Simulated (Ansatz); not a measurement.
A structure drawn as `C=C(F)B(S)Cl`, with this starting geometry:

```xyz
9

C     0.3872    0.3328   -1.4504
C     0.7615    0.3277   -0.1553
F     1.8689    1.0032    0.1482
B    -0.0306   -0.3225    1.0339
S    -1.5987   -1.3915    0.6687
Cl    0.5917   -0.2584    2.7538
H     0.9327    0.8153   -2.1836
H    -0.5401   -0.2382   -1.7030
H    -2.3725   -0.2684    0.8877
```

The species carries charge 0 and has multiplicity 1.

Problem. Does it keep its bonds when Ansatz relaxes it at PBE-D4/def2-SVP and then PBE0-D4/def2-TZVP?

Solution. Yes, every drawn bond is still there and no new one forms.

Problem. Give the relaxed structure. (An estimate is asked.)

Solution. Computed: 
Z-matrix (Å, degrees):
```
C
C 1 1.328
H 1 1.082 2 120.0
H 1 1.083 2 121.5 3 179.7
F 2 1.346 1 118.4 3 -179.7
B 2 1.557 1 125.9 3 -0.5
S 6 1.792 2 119.3 1 7.0
Cl 6 1.748 2 119.1 1 -173.1
H 7 1.342 6 96.3 2 -177.8
```
No frequency check was run.

Atoms count as bonded under 1.1 times the sum of their covalent radii (H–H under 0.85 Å, pairs among N, O and F under 1.55 Å), and a drawn bond as lost past 1.3 times.
